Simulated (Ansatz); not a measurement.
`N=C([SiH3])BO` + `C[SiH3]` → `CBO` + `N=C([SiH3])[SiH3]`  (redistribution)

Calculated with Ansatz (gas phase, PBE0-D4/def2-TZVP geometries, no zero-point term in ΔE). CCSD(T)/CBS adds triple-zeta CCSD(T) − MP2 to the extrapolated MP2 energy (def2 sets, frozen cores). This one scheme is used for every species. Functionals use def2-TZVPP. Each species was taken in one conformer, which may not be the lowest.

| species | BLYP energy (Eh) |
| --- | --- |
| `N=C([SiH3])BO` | -486.07396 |
| `C[SiH3]` | -331.19297 |
| `CBO` | -141.24656 |
| `N=C([SiH3])[SiH3]` | -676.01692 |

Problem. Work out ΔE.

Solution. ΔE = (-141.24656) + (-676.01692) − (-486.07396) − (-331.19297) = 0.00345 Eh = +9.1 kJ/mol. CCSD(T)/CBS gives +11.8 kJ/mol.

Largest T1 diagnostic among the species: 0.014.

Leaving LDA and LC-ωPBE aside and taking each functional with its dispersion term where it has one, the values, not all of them listed here, spread over 4.1 kJ/mol, from PBE-D4 to PBE-QIDH. From BLYP to BHLYP (50 % exact exchange), in def2-TZVPP and without D4, ΔE moves by +3.9 kJ/mol.
